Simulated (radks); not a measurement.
Coulomb parameter of the 4f shell of the praseodymium ion Pr3+ in the model configuration [Xe] 4f1 5d1, as a second difference U = [E(n + 0.5) + E(n - 0.5) - 2 E(n)] / (0.5)^2 with all orbitals relaxed. "Bare": the charge of the atom changes with n. "Screened": the 5d shell takes up the change at fixed total charge, which measures U(4f,4f) + U(5d,5d) - 2 U(4f,5d). Calculated with a radial shooting solver on a logarithmic mesh with Libxc functionals: Dirac Kohn-Sham, PBEsol, spin-unpolarised, spherical densities, finite nucleus; open shells are shared between the two j in proportion to 2j + 1; Fermi nuclear charge, rms radius 4.8919 fm.

case              configuration  E - E(n) (eV)
start              [Xe] 4f1 5d1          0.000
bare +0.5        [Xe] 4f1.5 5d1        -15.983
bare -0.5        [Xe] 4f0.5 5d1         20.634
screened +0.5  [Xe] 4f1.5 5d0.5         -4.775
screened -0.5  [Xe] 4f0.5 5d1.5          6.095

U(bare) = 18.607 eV, U(screened by 5d) = 5.278 eV.
